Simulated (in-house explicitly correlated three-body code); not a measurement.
The numbers below are computed, except where a source is named.
## Taking the two-electron ground state apart, Z = 3.96

A variational code in 260 exponentially correlated functions gives, for two electrons around a point charge Z = 3.96 (non-relativistic, fixed nucleus, atomic units): E = -13.362146, <1/r> = 3.647755 per electron, <1/r12> = 2.165929. From its density, U = 4.503223 (Hartree energy) and T_s = 13.320714 (kinetic energy of the doubly filled orbital √(n/2)). Further, <r²> = 0.237328 per electron, <r12²> = 0.488914 and <p1·p2> = 0.415242.

Problem. Check the virial theorem, and compare with the screened hydrogenic estimate.

Solution. V = −2Z<1/r> + <1/r12> = -28.890220 + 2.165929 = -26.724291, and 2E = -26.724292, so T = −E = 13.362146. A product of 1s orbitals with exponent Z − 5/16 = 3.6475 gives −3.6475² = -13.30426, which is 57.9 millihartree too high.

Problem. Find the exchange and correlation energies of density-functional theory.

Solution. For two electrons in one orbital E_x = −U/2 = -2.251612. The potential part of correlation is U_c = <1/r12> − U − E_x = -0.085682, the kinetic part T_c = T − T_s = 0.041432, and E_c = T_c + U_c = -0.044251 hartree. Restricted Hartree-Fock gives -13.317903, so the correlation energy of wave-function theory is -0.044243.

Problem. What do the second moments say about angular correlation and diamagnetism?

Solution. From r12² = r1² + r2² − 2 r1·r2, <r1·r2> = <r²> − <r12²>/2 = -0.00713 bohr². It vanishes for a product of s orbitals, and its negative sign shows that the electrons favour opposite sides of the nucleus. The Langevin susceptibility is −0.79199e-6 × 2<r²> = -0.3759e-6 cm³/mol.

Problem. How does a model nuclear mass of 7.9 u change the ionisation energy, to first order in m/M (1 hartree = 27.211386 eV)?

Solution. m/M = 1/(7.9 × 1822.8885) = 6.94405e-05. With a fixed nucleus the second electron is bound by −Z²/2 − E = 5.521346 hartree = 150.2435 eV. The reduced mass scales this by 1 − m/M, a change of -10.433 meV. The mass-polarisation term raises the two-electron state by (m/M)<p1·p2> = 28.83 microhartree, a further -0.785 meV. The sum is 150.2323 eV, before relativistic and QED terms.
